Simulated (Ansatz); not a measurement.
Species: PtO, net charge 0, triplet state. The spin state was set by rule; other spins were not relaxed. 
Coordinates optimised at B3LYP-D3(BJ)/def2-TZVP (Ansatz, an electronic-structure program):
SMILES: [O]=[Pt]
```xyz
2

Pt     0.0000     0.0000    -0.1616
O      0.0000     0.0000     1.5753
```
Charge 0, spin multiplicity 3.

Total electronic energies in hartree. Correlated levels leave the core frozen unless marked. Open shells are spin-unrestricted. Spin-orbit coupling is left out. Frozen are the shells of the preceding noble gas and the d and f shells that filled before the atom's block. Past Kr the def2 sets carry scalar-relativistic core potentials. 

The UHF reference is spin-contaminated (<S^2> 0.11 over the pure value in the largest basis). The Hartree-Fock reference is unstable (checked in the largest basis), which strains HF and MP2. The T1 diagnostic of CCSD in the largest basis is 0.056, which is high, so the coupled-cluster rows are less sure than usual.

| level | program | energy (Eh) |
|---|---|---|
| RI-HF/def2-TZVPP | Ansatz | -193.22400 |
| RI-HF/def2-QZVPPD | Ansatz | -193.22939 |
| SVWN5/def2-TZVPD | Ansatz | -193.82025 |
| BLYP-D4/def2-TZVPD | Ansatz + dftd4 | -194.51414 |
| r2SCAN-D3(BJ)/def2-TZVPD | Ansatz + dftd3 | -194.53431 |
| r2SCAN-D4/def2-TZVPD | Ansatz + dftd4 | -194.53431 |
| PBE0/def2-SVP | Ansatz | -194.31573 |
| PBE0-D3(BJ)/def2-TZVP | Ansatz + dftd3 | -194.41666 |
| PBE0-D3(BJ)/def2-TZVPD | Ansatz + dftd3 | -194.41762 |
| PBE0-D4/def2-TZVPD | Ansatz + dftd4 | -194.41772 |
| BHLYP-D4/def2-TZVPD | Ansatz + dftd4 | -194.30991 |
| BHLYP/def2-TZVPD | Ansatz | -194.30867 |
| r2SCAN0/def2-TZVPD | Ansatz | -194.44075 |
| HSE06-D4/def2-TZVPD | Ansatz + dftd4 | -194.41463 |
| wB97M-V/def2-TZVPD | Ansatz | -194.38298 |
| wB97X-V/def2-TZVPD | Ansatz | -194.42890 |
| PBE-QIDH/def2-TZVPD | Ansatz | -194.16528 |
| RPA@PBE/def2-QZVPP | Ansatz | -194.09196 |
| RI-MP2/def2-TZVPP | Ansatz | -193.78174 |
| RI-MP2/def2-QZVPPD | Ansatz | -193.82773 |
| CCSD(T)/def2-TZVPP | Ansatz | -193.81474 |
| CCSD(T)/def2-QZVPP | Ansatz | -193.85911 |

Totals of different functionals don't rank their quality; only differences between species are comparable.
